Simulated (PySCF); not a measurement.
## How ionic is MB along group 14?

PBE0 in PySCF with def2-TZVPP on every atom (core potentials on Pb), for the lowest determinant that a PBE0 search found; no spin–orbit coupling. A negative dipole means M(+)B(−).

| M | state (unpaired electrons) | Re (Å) | μ (D) |
| --- | --- | --- | --- |
| C | quartet (σ ↑, π ↑↑) | 1.479 | 1.51 |
| Si | quartet (σ ↑, π ↑↑) | 1.904 | -0.48 |
| Ge | quartet (σ ↑, π ↑↑) | 1.977 | -0.78 |
| Pb | quartet (σ ↑, π ↑↑) | 2.244 | -1.89 |

Give the ionic character |μ|/(e·Re) of each, with 1 e·Å = 4.803 D, and the positive end.

BC 21 % (B positive), SiB 5 % (Si positive), GeB 8 % (Ge positive), BPb 18 % (Pb positive). Lone pairs and polarisation enter μ too, so this number is only a rough measure of charge transfer.

Spin–orbit coupling is left out, which matters for elements this heavy, above all for dissociation energies. States were picked by a PBE0 search and need not be the measured ground states.
